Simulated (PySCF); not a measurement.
C₆H₆, SMILES C#CCC=C=C.

The structure is a stationary point at ωB97X-D3(BJ)/def2-SVP. The values are those of a single conformer.

Computed with TDDFT-PBE/def2-SVPD (PySCF).

Vertical excitations. Isolated molecule, no solvent.

Question: List the lowest excited states. (The exact figures need the calculation; the answer reports its results.)

Answer: 
| state | energy (eV) | λ (nm) | f | main pairs |
|---|---|---|---|---|
| S1 | 5.38 | 230 | 0.002 | HOMO→LUMO 91 % |
| S2 | 5.63 | 220 | 0.011 | HOMO−1→LUMO 51 %, HOMO−2→LUMO 35 % |
| S3 | 5.71 | 217 | 0.000 | HOMO−1→LUMO+1 86 % |
| S4 | 5.80 | 214 | 0.001 | HOMO−2→LUMO 37 %, HOMO−2→LUMO+1 27 %, HOMO−3→LUMO 17 %, HOMO→LUMO+1 10 % |
| S5 | 5.86 | 212 | 0.054 | HOMO−2→LUMO+1 37 %, HOMO→LUMO+1 21 %, HOMO−2→LUMO 15 %, HOMO−1→LUMO 12 % |
| S6 | 6.16 | 201 | 0.018 | HOMO−3→LUMO+1 68 % |
| S7 | 6.28 | 197 | 0.026 | HOMO→LUMO+2 76 % |
| S8 | 6.45 | 192 | 0.003 | HOMO→LUMO+3 87 % |
| S9 | 6.50 | 191 | 0.009 | HOMO−1→LUMO+2 86 % |
| S10 | 6.64 | 187 | 0.008 | HOMO−1→LUMO+3 72 %, HOMO−2→LUMO+3 18 % |
| T1 | 4.54 | 273 | 0 | HOMO→LUMO+1 45 %, HOMO−1→LUMO 28 %, HOMO−3→LUMO 10 %, HOMO−2→LUMO 7 % |
| T2 | 4.73 | 262 | 0 | HOMO−1→LUMO 33 %, HOMO→LUMO+1 31 %, HOMO→LUMO 11 %, HOMO−3→LUMO 11 % |
| T3 | 5.07 | 245 | 0 | HOMO→LUMO 80 % |
| T4 | 5.23 | 237 | 0 | HOMO−1→LUMO+1 24 %, HOMO−3→LUMO 19 %, HOMO−1→LUMO 10 %, HOMO−2→LUMO+3 9 % |
Triplets are in the Tamm–Dancoff approximation, which puts them higher than full response would, so one can lie above its singlet here.
